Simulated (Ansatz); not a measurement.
## Strength of the Sn–H bond: C2H6Sn → C2H5Sn + H

Species: C2H6Sn `C=[CH][SnH3]`, singlet; C2H5Sn `C=[CH][SnH2]`, doublet; H atom, doublet. 

Shapes, held fixed at every level: PBE0-D4/def2-TZVP. Flexible molecules stand in one conformer, not always the lowest. Programs: Ansatz 0.2.0. The zero-point and thermal change to 298 K, harmonic and unscaled (PBE0-D4/def2-TZVP), is -15.8 kJ/mol.

Estimate ΔH(298 K) of this reaction.

The highest level, CCSD(T)/def2-TZVPP, gives ΔH(298 K) = +316.8 kJ/mol; the levels span +231.9 to +335.7. The column of differences is taken from that level and isn't an error. Hartree–Fock misses the correlation of the pair that is broken and comes out low. No measured value is set beside it here. Spin contamination: C2H5Sn (⟨S²⟩ up to 0.83). Open shells run unrestricted unless RO is named. For atoms past krypton def2 sets carry core potentials with scalar relativity. Correlated rows may include outer-core shells of Sn, which these sets cover unevenly.

| level | kind | ΔH(298 K) (kJ/mol) | less CCSD(T)/def2-TZVPP |
| --- | --- | --- | --- |
| HF/def2-SVP | Hartree–Fock | +231.9 | -84.9 |
| HF/def2-TZVPP | Hartree–Fock | +233.5 | -83.3 |
| SPW92/def2-TZVPP | LDA | +335.7 | +18.9 |
| r2SCAN-D4/def2-TZVPP | meta-GGA | +300.7 | -16.1 |
| BHLYP-D4/def2-TZVPP | global hybrid | +310.8 | -6.0 |
| wB97M-V/def2-TZVPP | range-separated hybrid | +314.3 | -2.5 |
| CCSD/def2-TZVPP | coupled cluster or CI | +315.7 | -1.1 |
| CCSD(T)/def2-TZVPP | coupled cluster or CI | +316.8 | 0.0 |
